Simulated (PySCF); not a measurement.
# One molecule, several mistakes: BGe2H9Si

These are calculations, not measurements. They come from PySCF 2.14.0, an open-source quantum chemistry program, on an isolated molecule that a program drew, which may never have been made. The molecule is BGe2H9Si (charge 0, singlet), drawn as the SMILES string `[BH2][GeH2][SiH2][GeH3]`.

Each row is a Hartree-Fock (HF) and frozen-core CCSD(T) single point in the cc-pV(D+d)Z basis, meant for a local HF minimum. Run 1 is clean. Each other run has one planted mistake out of seven kinds, and not every kind appears here: one electron removed, one electron added, multiplicity raised by two, geometry at a saddle point, minimal basis STO-3G, one bond length entered in bohr, all coordinates scaled. The reference is restricted for singlets and unrestricted otherwise, and also for a bond in bohr. Adding or removing an electron swaps singlet and doublet. Electrons count all cores. HOMO and LUMO are orbital energies over both spins, the gradient is its largest component, and the lowest frequency (negative if imaginary) is given only where the gradient is small. Bond lengths are over the 12 bonds as drawn. T1 is the CCSD diagnostic: over 0.02 (restricted) or 0.045 (unrestricted) a single reference is doubtful. Germanium has the cc-pVDZ-PP basis, with a core potential (ECP10MDF) in place of its 10 inner electrons, and its 3s, 3p and 3d shells are frozen in CCSD(T).

Geometry of the clean run:
```xyz
13
BGe2H9Si, angstrom
B    -1.7168    1.8873    2.7484
Ge   -1.2755    1.9446    0.7160
Si    0.0691    0.0212    0.1276
Ge    0.6344   -0.0033   -2.2128
H    -0.9791    2.3887    3.5486
H    -2.6869    1.3075    3.1465
H    -0.4828    3.2032    0.3285
H    -2.5426    1.9105   -0.1537
H    -0.6740   -1.2207    0.4606
H     1.3194    0.0297    0.9289
H    -0.6381   -0.0402   -3.0676
H     1.4291    1.2551   -2.5819
H     1.4852   -1.2329   -2.5550
```

| run | electrons | basis functions | <S^2> | HOMO (eV) | LUMO (eV) | gradient (hartree/bohr) | lowest frequency (cm^-1) | mean bond (Å) | longest bond (Å) | T1 | HF (hartree) | CCSD(T) (hartree) | mistake |
|---|---|---|---|---|---|---|---|---|---|---|---|---|---|
| 1 | 92 | 128 | 0.000 | -9.81 | 1.13 | 1.9e-05 | 31 | 1.6625 | 2.419 | 0.0132 | -905.58081 | -906.05687 | no fault |
| 2 | 92 | 128 | 2.027 | -7.16 | -1.85 | 6.1e-02 | - | 1.6625 | 2.419 | 0.0198 | -905.46151 | -905.93194 | multiplicity raised by two |
| 3 | 92 | 128 | 0.000 | -9.60 | 0.95 | 2.3e-02 | - | 1.7522 | 2.550 | 0.0134 | -905.55408 | -906.03580 | all coordinates scaled |
| 4 | 92 | 128 | 0.981 | -8.82 | 0.46 | 6.9e-03 | - | 1.8410 | 4.550 | 0.0157 | -905.49849 | -905.95162 | ? |
| 5 | 93 | 128 | 0.762 | -1.05 | 6.95 | 3.2e-02 | - | 1.6625 | 2.419 | 0.0145 | -905.57653 | -906.07367 | ? |

**Which mistake was planted in run 4, and what did it cost?**

The mean bond changes by a factor of 1.107 and the longest by 1.881, so the molecule wasn't scaled as a whole. A length L in bohr read as angstrom grows by (1/0.5292 - 1) L = 0.890 L. The 12 bonds together grew by 12 x 0.1785 = 2.142 Å, which gives L = 2.407 Å. That is the length of one of the Ge-Si bonds, 2.408 Å in the clean geometry. So the mistake is: one bond length entered in bohr. Subtracting run 1 and multiplying by 627.51 kcal/mol a hartree, the energy moved by 51.7 kcal/mol in HF and 66.0 kcal/mol in CCSD(T).

**Which mistake was planted in run 5, and what did it cost?**

It counts 93 electrons, one more than the clean run, at the same geometry and basis. So the mistake is: one electron added. Subtracting run 1 and multiplying by 627.51 kcal/mol a hartree, the energy moved by 2.7 kcal/mol in HF and -10.5 kcal/mol in CCSD(T).

